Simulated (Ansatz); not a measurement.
Input for Ansatz (a quantum-chemistry and plane-wave program): U-wB97X-V/def2-TZVPP on H (SMILES [H]).

Ansatz 0.2 input:
```yaml
crystal:
  periodic: [false, false, false]
  atoms:
    - {symbol: H, position_ang: [0.00000000, 0.00000000, 0.00000000]}
basis:
  gaussian:
    orbitals: def2-TZVPP
hamiltonian:
  xc: {name: wB97X-V}
magnetization: {spin_polarized: true, initial_magnetization: 1}
```

Task: Predict the final total energy.

Result: -0.5005 hartree.
